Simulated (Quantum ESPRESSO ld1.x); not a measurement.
The numbers below are computed, except where a source is named.
Species: W11+. Configuration: [Kr] 4d10 4f13 5s2 5p2.

Level of theory: scalar-relativistic Kohn-Sham, LDA (Slater exchange, VWN5 correlation), spin-polarised, spherical densities, point nucleus; open shells are filled with parallel spins first (ld1.x of Quantum ESPRESSO 7.5).

Energy parts (eV):
part                      energy
total                  -437976.7
kinetic                 482662.8
electron-nucleus      -1070616.4
Hartree                 158308.2
exchange-correlation     -8331.2

Orbitals (lengths in bohr, moments of r in powers of bohr):
orbital,occ.,eigenvalue (eV),<r>
1s up,1,-69644.5,0.01835
1s down,1,-69644.2,0.01835
2s up,1,-12189.3,0.07760
2s down,1,-12189.1,0.07760
2p up,3,-10689.4,0.06945
2p down,3,-10689.2,0.06945
3s up,1,-2961.23,0.2012
3s down,1,-2960.39,0.2012
3p up,3,-2517.12,0.2014
3p down,3,-2516.26,0.2014
3d up,5,-2005.61,0.1824
3d down,5,-2004.90,0.1823
4s up,1,-767.467,0.4487
4s down,1,-765.974,0.4486
4p up,3,-621.251,0.4764
4p down,3,-619.749,0.4762
4d up,5,-435.857,0.5069
4d down,5,-434.284,0.5065
5s up,1,-259.913,0.9836
5s down,1,-256.760,0.9827
4f up,7,-228.736,0.5660
4f down,6,-226.904,0.5638
5p up,2,-217.312,1.084
5p down,0,-214.081,1.085

The highest occupied level is 5p up at -217.31 eV. For comparison, the ionisation energy in NIST's Atomic Spectra Database is 232 eV (semi-empirical). In exact Kohn-Sham theory the highest level is minus the ionisation energy, but local and semilocal functionals leave it too shallow, through self-interaction and a potential that decays too fast; potentials with the right tail come closer. The density falls to 0.001 e/bohr^3 at r = 2.20 bohr.
